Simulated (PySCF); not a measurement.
Geometry:
```csv
atom,x (Å),y (Å),z (Å)
Si1,-0.484,1.891,-0.043
P2,0.044,-0.016,-1.133
Si3,1.881,-0.519,0.082
Si4,-1.394,-1.377,-0.022
H5,0.509,2.938,-0.429
H6,-0.478,1.742,1.446
H7,-1.848,2.311,-0.483
H8,2.950,0.466,-0.263
H9,2.325,-1.892,-0.300
H10,1.644,-0.478,1.559
H11,-0.634,-2.371,0.797
H12,-2.241,-2.111,-1.008
H13,-2.284,-0.583,0.881
```

Geometry: PBE0-D3(BJ)/def2-SVP; GIAO absolute shieldings from PySCF 2.14.0 with density-fitted response routines, gas phase, non-relativistic, averaged over equivalent atoms.

At PBE0/pcSseg-1 (141 basis functions, 9.3 s wall time on 1 thread of an Arm Neoverse V2, shared host):
```
                         atoms  σ (ppm)
                   Si1/Si3/Si4    414.2
                            P2    715.0
H5/H6/H7/H8/H9/H10/H11/H12/H13    27.18
```

Estimate the result of repeating the calculation with KT2/pcSseg-2.

Answers


```json
{"atoms": "Si1/Si3/Si4", "σ at KT2/pcSseg-2": "417.6", "change": "+3.4"}
{"atoms": "P2", "σ at KT2/pcSseg-2": "692.2", "change": "-22.8"}
{"atoms": "H5/H6/H7/H8/H9/H10/H11/H12/H13", "σ at KT2/pcSseg-2": "26.94", "change": "-0.24"}
```

The largest change is at P2 (phosphorus bonded to 3 Si). Cost: 298 basis functions, 37 s wall time on 1 thread of an Arm Neoverse V2, shared host.
